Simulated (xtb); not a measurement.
H$_{10}$PSi$_{3}$ (SMILES [SiH3][PH+]([SiH3])[SiH3]), charge +1, singlet, from a rough starting geometry; GFN2-xTB (xtb).

Here is a job for xtb.
```
$ xtb mol.xyz --gfn 2 --chrg 1 --opt vtight --json

# file mol.xyz
14

Si     0.03125492     2.09729459    -0.85080667
P      0.06566041     0.10226611     0.22483208
Si     1.92776865    -1.19919915     0.12874836
Si    -1.98630102    -0.94904157     0.46591229
H      1.33732480     2.69936142    -0.45353466
H     -0.07480189     1.75043710    -2.17814941
H     -1.18884687     2.81537526    -0.38084035
H      0.14616047     0.50828019     1.55537567
H      3.02368793    -0.29288072     0.41051360
H      1.85396388    -1.69587521    -1.26521551
H      1.66815029    -2.28057468     1.15083777
H     -1.80948375    -1.98039939     1.47184657
H     -2.92520160     0.10749219     0.68211786
H     -2.16312884    -1.56469978    -0.91216292
```

Problem. Predict the main parts of the log of this xtb run.

Solution. 
```
   ID    Z sym.   atoms
    1   14 Si     1, 3, 4
    2   15 P      2
    3    1 H      5-14

           -------------------------------------------------
          |                Calculation Setup                |
           -------------------------------------------------

           -------------------------------------------------
          |                 G F N 2 - x T B                 |
           -------------------------------------------------

          ...................................................
          :                      SETUP                      :
          :.................................................:
          :  # basis functions                  50          :
          :  # atomic orbitals                  46          :
          :  # shells                           22          :
          :  # electrons                        26          :
          :  max. iterations                   250          :
          :  Hamiltonian                  GFN2-xTB          :
          :  restarted?                      false          :
          :  GBSA solvation                  false          :
          :  PC potential                    false          :
          :  electronic temp.          300.0000000     K    :
          :  accuracy                    1.0000000          :
          :  -> integral cutoff          0.2500000E+02      :
          :  -> integral neglect         0.1000000E-07      :
          :  -> SCF convergence          0.1000000E-05 Eh   :
          :  -> wf. convergence          0.1000000E-03 e    :
          :  Broyden damping             0.4000000          :
          :  net charge                          1          :
          :  unpaired electrons                  0          :
          ...................................................

 iter      E             dE          RMSdq      gap      omega  full diag
   1    -12.3201556 -0.123202E+02  0.934E+00    4.77       0.0  T
   2    -12.5235039 -0.203348E+00  0.453E+00    4.30       1.0  T
   3    -12.5264002 -0.289633E-02  0.268E+00    4.31       1.0  T
   4    -12.5268446 -0.444383E-03  0.891E-01    4.33       1.0  T
   5    -12.5268426  0.200838E-05  0.324E-01    4.37       1.0  T
   6    -12.5272676 -0.425056E-03  0.860E-02    4.34       1.0  T
   7    -12.5272676 -0.186168E-07  0.408E-02    4.33       1.0  T
   8    -12.5272693 -0.169006E-05  0.231E-02    4.34       1.2  T
   9    -12.5272719 -0.255965E-05  0.565E-03    4.34       4.7  T
[...]
 * total energy  :   -12.4238386 Eh     change       -0.1457882E-05 Eh
 * total energy  :   -12.4238394 Eh     change       -0.7779119E-06 Eh
 * total energy  :   -12.4238396 Eh     change       -0.2375765E-06 Eh
 * total energy  :   -12.4238402 Eh     change       -0.5984752E-06 Eh
 * total energy  :   -12.4238407 Eh     change       -0.5095485E-06 Eh
 * total energy  :   -12.4238414 Eh     change       -0.6197340E-06 Eh
 * total energy  :   -12.4238422 Eh     change       -0.7947148E-06 Eh
 * total energy  :   -12.4238431 Eh     change       -0.9655920E-06 Eh
 * total energy  :   -12.4238441 Eh     change       -0.9723608E-06 Eh
 * total energy  :   -12.4238449 Eh     change       -0.8154554E-06 Eh
 * total energy  :   -12.4238453 Eh     change       -0.3648266E-06 Eh
 * total energy  :   -12.4238453 Eh     change       -0.5946410E-07 Eh
   *** GEOMETRY OPTIMIZATION CONVERGED AFTER 21 ITERATIONS ***
         :: total energy             -12.423845340495 Eh    ::
[...]
    14   1 H        0.919    -0.023     3.496     2.924

 Mol. C6AA /au·bohr⁶  :       3695.974049
 Mol. C8AA /au·bohr⁸  :     169332.619298
 Mol. α(0) /au        :        108.964718

Wiberg/Mayer (AO) data.
largest (>0.10) Wiberg bond orders for each atom

 ---------------------------------------------------------------------------
     #   Z sym  total        # sym  WBO       # sym  WBO       # sym  WBO
 ---------------------------------------------------------------------------
     1  14 Si   3.483 --     6 H    0.883     5 H    0.878     7 H    0.878
                             2 P    0.745
     2  15 P    3.615 --     8 H    0.968     4 Si   0.746     3 Si   0.746
                             1 Si   0.745
     3  14 Si   3.483 --    10 H    0.883     9 H    0.878    11 H    0.878
                             2 P    0.746
     4  14 Si   3.483 --    14 H    0.883    13 H    0.878    12 H    0.878
                             2 P    0.746
     5   1 H    0.999 --     1 Si   0.878
     6   1 H    0.999 --     1 Si   0.883
     7   1 H    0.999 --     1 Si   0.878
     8   1 H    0.999 --     2 P    0.968
     9   1 H    0.999 --     3 Si   0.878
    10   1 H    0.999 --     3 Si   0.883
    11   1 H    0.999 --     3 Si   0.878
    12   1 H    0.999 --     4 Si   0.878
    13   1 H    0.999 --     4 Si   0.878
    14   1 H    0.999 --     4 Si   0.883
 ---------------------------------------------------------------------------

Topologies differ in total number of bonds
Writing topology from bond orders to xtbtopo.mol

molecular dipole:
                 x           y           z       tot (Debye)
 q only:       -0.034      -0.079      -0.266
   full:       -0.012       0.017       0.005       0.054
molecular quadrupole (traceless):
                xx          xy          yy          xz          yz          zz
 q only:        6.154      -0.456       4.236      -1.286      -5.882     -10.391
  q+dip:        4.677      -0.348       3.224      -0.982      -4.468      -7.901
   full:        5.259      -0.391       3.625      -1.104      -5.023      -8.884

optimized geometry written to: xtbopt.xyz

           -------------------------------------------------
          | TOTAL ENERGY              -12.423845340495 Eh   |
          | GRADIENT NORM               0.000025390297 Eh/α |
          | HOMO-LUMO GAP               4.364641429354 eV   |
           -------------------------------------------------

normal termination of xtb
```
